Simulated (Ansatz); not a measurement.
Cartesian coordinates in Å:
```
C 0.584 -0.019 2.070
O -0.004 0.529 0.917
Si 0.096 -0.162 -0.566
C -0.787 0.960 -1.735
O -0.633 -1.639 -0.621
H 0.552 0.728 2.865
H 0.040 -0.907 2.410
H 1.633 -0.295 1.900
H 1.542 -0.360 -0.887
H -1.846 1.017 -1.472
H -0.370 1.968 -1.695
H -0.709 0.590 -2.760
H -0.098 -2.408 -0.427
```

The species carries charge 0 and has multiplicity 1.

Task: List the PBE0/def2-TZVPP orbital energies in eV (the Gaussian-basis code of Ansatz). (An estimate is asked.)

Result: The calculation gave: Occupied: -1802.94, -522.53, -522.45, -279.38, -277.56, -145.12, -99.81, -99.80, -99.75, -28.44, -27.86, -19.76, -19.00, -15.38, -13.99, -12.80, -12.65, -11.99, -11.20, -11.05, -10.26, -9.55, -9.06, -8.57, -8.12. Lowest empty: 0.76, 1.46, 1.70, 2.25, 2.93, 3.02, 3.28, 3.45.
